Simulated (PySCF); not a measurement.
A calculated (UHF, PySCF 2.14, x2c-SVPall, the spin-free X2C one-electron Hamiltonian (Gaussian nucleus)) atom or ion has these occupied shells.

```csv
shell,electrons,orbital energy (eV),"rms radius, mean of both spins (bohr)"
1s β,1,-19103.9,0.0415
1s α,1,-19103.9,0.0415
2s α,1,-2760.9,0.171
2s β,1,-2760.4,0.171
2p α,3,-2462.4,0.152
2p β,3,-2461.9,0.152
3s α,1,-507.28,0.471
3s β,1,-506.97,0.471
3p α,3,-406.59,0.479
3p β,3,-406.22,0.479
3d α,5,-241.88,0.473
3d β,5,-241.04,0.473
4s α,1,-91.919,1.23
4s β,1,-88.242,1.23
4p α,3,-63.190,1.39
4p β,3,-58.169,1.39
4d α,3,-25.307,1.99
```

Name the element and its charge.

Nb²⁺ (niobium, charge +2), in [Kr] 4d3, high-spin 4F determinant.
